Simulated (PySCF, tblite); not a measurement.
Compound: C6H10FNSi2.
Structure used (GFN2-xTB), in Å, numbered top down from 1:
```
atom  x, y, z in Å
N1     3.7163   -0.6148   -0.0857
C2     2.6377   -0.6414    0.2965
C3     1.2726   -0.6698    0.7232
Si4    0.2207   -1.7190   -0.5114
C5    -0.7345   -0.1995   -1.1598
Si6   -2.4822   -0.0080   -0.4114
C7     0.1634    0.9901   -0.7686
C8     0.6851    0.7116    0.6044
C9     0.5733    1.5548    1.6155
F10    1.0105    1.2526    2.8562
H11    1.2460   -1.0267    1.7544
H12    1.0727   -2.3600   -1.5134
H13   -0.5757   -2.6993    0.2265
H14   -0.8381   -0.2307   -2.2464
H15   -3.2822   -1.1693   -0.8002
H16   -3.0785    1.2223   -0.9376
H17   -2.3930    0.0795    1.0467
H18   -0.3702    1.9413   -0.8052
H19    1.0142    1.0557   -1.4555
H20    0.1367    2.5414    1.5688
```

Method: PBE0/pcSseg-1 in PySCF (dipole) on a GFN2-xTB geometry, gas phase.

Take the most abundant isotopes and a rigid rotor. The values belong to one conformer with, in the numbering `[N:1]#[C:2][C@@H:3]1[SiH2:4][C@@H:5]([SiH3:6])[CH2:7]/[C:8]1=[CH:9]/[F:10]`, C2–C3–Si4–C5 -111°, C3–Si4–C5–Si6 -101°, Si4–C5–C7–C8 -41°, C5–C7–C8–C9 -127°.

Problem. Give the principal moments of inertia and the rotational constants in MHz.

Solution. Ia = 404.68, Ib = 640.54, Ic = 882.95 u·Å²; 505379 MHz·u·Å²/I gives A = 1249, B = 789.0, C = 572.4 MHz.

Problem. What kind of rotor is it?

Solution. An asymmetric top. Ray's parameter κ = (2B − A − C)/(A − C) = -0.360; −1 is the prolate and +1 the oblate limit.

Problem. What does the inertial defect say?

Solution. Not planar: Δ = Ic − Ia − Ib = -162.28 u·Å². For a rigid frame Δ = −2 Σ m c², so Σ m c² = 81.14 u·Å² lies off the ab plane: 20.19 from hydrogen and 60.95 from heavier atoms. The atom farthest from that plane is 2.08 Å away.

Problem. List the rotational levels J(Ka,Kc) to J = 4 (K).

Solution. Above 0(0,0), as E/k:
J = 1: 1(0,1) 0.065, 1(1,1) 0.087, 1(1,0) 0.098
J = 2: 2(0,2) 0.193, 2(1,2) 0.208, 2(1,1) 0.239, 2(2,1) 0.305, 2(2,0) 0.308
J = 3: 3(0,3) 0.379, 3(1,3) 0.386, 3(1,2) 0.448, 3(2,2) 0.501, 3(2,1) 0.514, 3(3,1) 0.639, 3(3,0) 0.640
J = 4: 4(0,4) 0.619, 4(1,4) 0.622, 4(1,3) 0.723, 4(2,3) 0.760, 4(2,2) 0.794, 4(3,2) 0.905, 4(3,1) 0.908, 4(4,1) 1.092, 4(4,0) 1.092
Those of J = 1 are B + C, A + C and A + B.

Problem. Which lines would a microwave search look for?

Solution. The dipole components are |μa| = 4.42 D, |μb| = 0.91 D, |μc| = 0.09 D. The squared components, which scale the intensities, stand as 1.00 : 0.04 : 0.00 (a : b : c). Some lines, for components of 0.1 D or more:

```
type  branch         J(Ka,Kc)    MHz  lower level (cm⁻¹)
   b       Q  2(2,0) ← 2(1,1)   1440               0.166
   b       Q  3(2,2) ← 3(1,3)   2388               0.269
   b       Q  5(1,4) ← 5(0,5)   3012               0.635
   b       R  5(2,3) ← 4(3,2)   5033               0.629
   a       R  4(2,3) ← 3(2,2)   5398               0.348
   b       R  5(0,5) ← 4(1,4)   6059               0.433
   b       R  5(1,5) ← 4(0,4)   6159               0.430
   b       R  4(3,1) ← 3(2,2)   8488               0.348
   b       R  5(4,1) ← 4(3,2)  10851               0.629
   b       R  5(5,1) ← 4(4,0)  11929               0.759
```

Its GFN2-xTB frequencies are all real (lowest 30 cm⁻¹). Constants of a rigid frame at the computed geometry: no zero-point averaging, no centrifugal distortion. A rigid rotor knows nothing of internal rotation, which can split or shift real lines. Quadrupole hyperfine structure (14N) is left out.
